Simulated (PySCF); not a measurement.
Computed shifts of a molecule C4H3Cl2F, PBE/pcSseg-1 (PySCF), GIAO, gas phase, equivalent atoms averaged, in ppm (number of nuclei): ¹⁹F: -147.1 (1). ¹³C: 167.4 (1), 136.1 (1), 122.0 (1), 116.8 (1). ¹H: 6.73 (1), 6.41 (1), 6.09 (1). References: ¹⁹F against CFCl3 (σ = 133.6 ppm); ¹³C against TMS (σ = 182.0 ppm); ³⁵Cl against HCl (σ = 936.5 ppm); ¹H against TMS (σ = 31.49 ppm), references at their B3LYP-D3(BJ)/def2-TZVP geometries, non-relativistic (without spin–orbit terms, shifts of atoms bonded to Cl or Br come out too high). Geometry optimised at PBE0-D3(BJ)/def2-SVP. The values are those of a single conformer.

### Question
Identify the compound among the candidates.
(A) CC(F)=C=C(Cl)Cl
(B) FC(/C=C\Cl)=C/Cl
(C) C=CC(F)=C(Cl)Cl
(D) FC=C=C(Cl)CCl

### Answer
B, FC(/C=C\Cl)=C/Cl
